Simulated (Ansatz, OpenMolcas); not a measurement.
How methods differ on CH7BSi2 (SMILES CB1[SiH2][SiH2]1)

The species is CH7BSi2 (11 atoms), meant as a singlet with charge 0. As SMILES, `CB1[SiH2][SiH2]1`. The coordinates come from a PBE0-D4/def2-TZVP relaxation.

Quantity: the vertical energy of the triplet above the singlet, in eV. The values are calculated.

```csv
level,kind,program,value (eV),CPU time (all runs)
SVWN5/6-31G* (spherical functions),LDA,OpenMolcas,3.01,1.7 min
PBE/6-31G* (spherical functions),GGA,Ansatz,2.84,35 s
M06-L/6-31G* (spherical functions),meta-GGA,OpenMolcas,2.84,3 min
TPSS/6-31G* (spherical functions),meta-GGA,OpenMolcas,2.84,3.3 min
B3LYP/6-31G* (Cartesian functions),global hybrid,OpenMolcas,2.92,2.3 min
HSE06/6-31G* (spherical functions),range-separated hybrid,Ansatz,2.81,47 s
RPA@PBE0/6-31G* (spherical functions),RPA,Ansatz,2.98,71 s
MP2/6-31G* (spherical functions),perturbation theory,Ansatz,3.11,12 s
BCCD(T)/6-31G* (spherical functions),coupled cluster or CI,Ansatz,3.07,79 s
CCSD/6-31G* (spherical functions),coupled cluster or CI,Ansatz,3.00,46 s
```

The values span 2.81 to 3.11 eV. Times are those of the runs behind each value, whatever else they computed, on shared processors of several kinds: orders of magnitude only.
